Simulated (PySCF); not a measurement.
Ligands exchanged one at a time, Ga SiH3-SH. Isolated molecules, 0 K electronic values unless said otherwise. One relaxed conformer stands for each flexible species; it need not be the lowest. Strings in code marks are SMILES.

All values below come from M06-2X/def2-TZVP // PBE0-D3(BJ)/def2-TZVP in PySCF. All candidates: neutral, multiplicity 1. Excitations are Tamm–Dancoff values on a coarser integration grid. The basis has no diffuse functions, so Rydberg states are missing or too high.

```json
{
  "T1 excitation (TDA)": "2.75 eV",
  "LUMO": "-1.97 eV",
  "HOMO": "-8.11 eV"
}
```

Question: Identify which member has these values.
(A) `[SiH3][Ga]([SiH3])[SiH3]`
(B) `[SiH3][Ga]([SiH3])[SH]` (Si–Ga–S–H torsion 1°)
(C) `[SiH3][Ga]([SH])[SH]` (S–Ga–S–H torsion -179°, S–Ga–S–H torsion 0°)
(D) `[SH][Ga]([SH])[SH]`

Answer: A, `[SiH3][Ga]([SiH3])[SiH3]`. The others give `[SH][Ga]([SH])[SH]`: 5.34 eV, -0.20 eV, -8.84 eV; `[SiH3][Ga]([SH])[SH]` (S–Ga–S–H torsion -179°, S–Ga–S–H torsion 0°): 4.54 eV, -0.94 eV, -8.61 eV; `[SiH3][Ga]([SiH3])[SH]` (Si–Ga–S–H torsion 1°): 3.48 eV, -1.41 eV, -8.28 eV
